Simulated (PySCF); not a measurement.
# Working out the ionisation energy of Ti⁺

Ti⁺ [Ar] 3d2 4s1 (4F) → Ti²⁺ [Ar] 3d2 (3F). All numbers are calculated (PySCF 2.14, no relativity, point nucleus, in cc-pVTZ). Frozen: [Ar]. Energies in hartree (1 hartree = 27.21139 eV):

```json
{"part": "UHF", "Ti⁺ (lower)": "-848.209898", "Ti²⁺ (upper)": "-847.737599"}
{"part": "MP2 opposite-spin", "Ti⁺ (lower)": "0.000000", "Ti²⁺ (upper)": "0.000000"}
{"part": "MP2 same-spin", "Ti⁺ (lower)": "-0.010951", "Ti²⁺ (upper)": "-0.004478"}
```

**Question.** What does Hartree-Fock give?

**Answer.** (-847.737599) − (-848.209898) = 0.472299 hartree = 12.852 eV.

**Question.** What do MP2 and SCS-MP2 (6/5 opposite-spin, 1/3 same-spin) give?

**Answer.** The opposite-spin parts differ by 0.000 eV and the same-spin parts by 0.176 eV. MP2: 12.852 + (0.000) + (0.176) = 13.028 eV. SCS-MP2: 12.852 + 1.2 × (0.000) + (0.176)/3 = 12.911 eV.

Reference: 13.575 eV (measured; NIST Atomic Spectra Database, ionization energies), between the lowest levels; spin-orbit coupling is absent from the calculation.

The calculation is non-relativistic.

What remains against the reference includes basis incompleteness, the frozen core and correlation beyond second order.
